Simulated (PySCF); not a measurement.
## Radial density of Mo+ (molybdenum, charge +1)

UHF, [Kr] 4d4 5s1, high-spin 6D determinant (an excited configuration). Calculation: PySCF 2.14, in ANO-RCC-VTZP (7s6p4d2f1g, 68 functions); the spin-free X2C one-electron Hamiltonian (Gaussian nucleus).

```tsv
r (bohr)	4πr²ρ (e/bohr)	4πr²(ρα − ρβ)
0.0300	51.63	-0.0020
0.0505	44.63	-0.0078
0.0850	59.97	0.0281
0.143	57.89	0.2110
0.240	41.63	0.4952
0.404	46.25	0.2049
0.680	13.80	0.3116
1.14	11.01	2.3135
1.92	3.611	2.0680
3.24	0.6905	0.6717
5.44	0.06841	0.0684
```

Densities and radii are taken from the X2C orbitals without a picture-change correction, which distorts them close to the nucleus.

**Question.** Where is the radial spin density 4πr²(ρα − ρβ) most negative, and why is it negative at all?

**Answer.** Around r = 0.0505 bohr, down to -0.0078 e/bohr: exchange with the open shell polarises the paired shells in an unrestricted calculation.
